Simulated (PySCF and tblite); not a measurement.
Results of a calculation; reference values are marked as such.
C6H11F, numbered as in [F:1][CH:2]1[CH2:3][CH2:4][CH2:5][CH2:6][CH2:7]1.

Geometries PBE0-D3(BJ)/def2-SVP; weights from PBE0-D3(BJ)/def2-TZVP energies and GFN2-xTB thermal corrections, with symmetry numbers and mirror pairs. Conformers within 4 kcal/mol (GFN2-xTB free energy) were kept, 5 at most. Codes: tblite and PySCF.

The 6-ring runs over atoms 2–3–4–5–6–7.

| conformer | shape | symmetry |
| --- | --- | --- |
| 1 | 6-ring chair (all substituents equatorial) | Cs |
| 2 | 6-ring chair (F1 axial) | Cs |

**Question.** Which of these conformers is the most populated at 298.15 K, and with what share?

**Answer.** Conformer 1, about 63 %. The lead over the next is within the error of the method.

**Question.** Give the DFT energies and free energies relative to the lowest, and all weights.

**Answer.** 
```
conformer                                       shape  E(DFT) kcal/mol  G(298.15 K) kcal/mol  weight %
        1  6-ring chair (all substituents equatorial)             0.00                  0.00      63.1
        2                     6-ring chair (F1 axial)             0.30                  0.32      36.9
```

**Question.** How does its share change from 220 K to 380 K?

**Answer.** From 67 % to 61 %; the mixing entropy goes from 1.26 to 1.33 cal/(mol K).
